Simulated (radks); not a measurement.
Species: Ce XVII. Configuration: [Kr] 4d6.

All-electron calculation, scalar-relativistic Kohn-Sham, r2SCAN, spin-polarised, spherical densities, finite nucleus; open shells are filled with parallel spins first (spin-orbit coupling, left out, can overturn this in heavy ions); meta-GGA in the generalised Kohn-Sham scheme; Fermi nuclear charge, rms radius 4.8771 fm. Program: a radial shooting solver on a logarithmic mesh with Libxc functionals.

Energy parts (eV):
part                      energy
total                 -238636.16
kinetic                253078.24
electron-nucleus      -563205.31
Hartree                 76865.93
exchange-correlation    -5375.02

Orbitals (lengths in bohr, moments of r in powers of bohr):
| orbital | occ. | eigenvalue (eV) | <r> | <1/r> | <r^2> |
|---|---|---|---|---|---|
| 1s down | 1 | -40692.03 | 0.02458 | 63.33 | 0.0008212 |
| 1s up | 1 | -40692.03 | 0.02458 | 63.33 | 0.0008212 |
| 2s up | 1 | -6835.589 | 0.1052 | 14.62 | 0.01305 |
| 2s down | 1 | -6832.197 | 0.1051 | 14.62 | 0.01305 |
| 2p up | 3 | -6156.326 | 0.09236 | 13.83 | 0.01041 |
| 2p down | 3 | -6153.754 | 0.09233 | 13.83 | 0.01041 |
| 3s up | 1 | -1749.361 | 0.2774 | 5.334 | 0.08790 |
| 3s down | 1 | -1748.653 | 0.2773 | 5.332 | 0.08781 |
| 3p up | 3 | -1532.237 | 0.2754 | 5.046 | 0.08788 |
| 3p down | 3 | -1531.162 | 0.2753 | 5.045 | 0.08776 |
| 3d up | 5 | -1225.763 | 0.2522 | 4.782 | 0.07488 |
| 3d down | 5 | -1223.347 | 0.2522 | 4.779 | 0.07484 |
| 4s up | 1 | -611.0526 | 0.6146 | 2.299 | 0.4241 |
| 4s down | 1 | -602.3296 | 0.6152 | 2.298 | 0.4251 |
| 4p up | 3 | -536.4424 | 0.6406 | 2.153 | 0.4634 |
| 4p down | 3 | -527.7586 | 0.6417 | 2.150 | 0.4652 |
| 4d up | 5 | -428.0680 | 0.6737 | 1.954 | 0.5187 |
| 4d down | 1 | -419.4571 | 0.6755 | 1.951 | 0.5222 |
| 4f up | 0 | -309.1477 | 0.7044 | 1.669 | 0.5718 |
| 4f down | 0 | -301.4768 | 0.7060 | 1.672 | 0.5765 |
| 5s up | 0 | -288.4164 | 1.170 | 1.188 | 1.525 |
| 5s down | 0 | -283.6756 | 1.183 | 1.174 | 1.559 |
| 5p up | 0 | -259.7149 | 1.241 | 1.108 | 1.720 |
| 5p down | 0 | -255.5076 | 1.257 | 1.092 | 1.764 |

The highest occupied level is 4d down at -419.46 eV. Summed over all electrons, <r^2> = 8.292 bohr^2, which gives a Langevin (diamagnetic) susceptibility term of -6.57 x 10^-6 cm^3/mol. The electron density at the nucleus is 3.974e+05 e/bohr^3 (large components only). The density falls to 0.001 e/bohr^3 at r = 1.70 bohr. The spin density at the nucleus is -6.05 e/bohr^3 (1s -0.19, 2s -11.46, 3s 5.00, 4s 0.60). For comparison, the ionisation energy in NIST's Atomic Spectra Database is 435 eV (theoretical). In exact Kohn-Sham theory the highest level is minus the ionisation energy, but local and semilocal functionals leave it too shallow, through self-interaction and a potential that decays too fast; potentials with the right tail come closer. Spin moment in Bohr magnetons: 4.
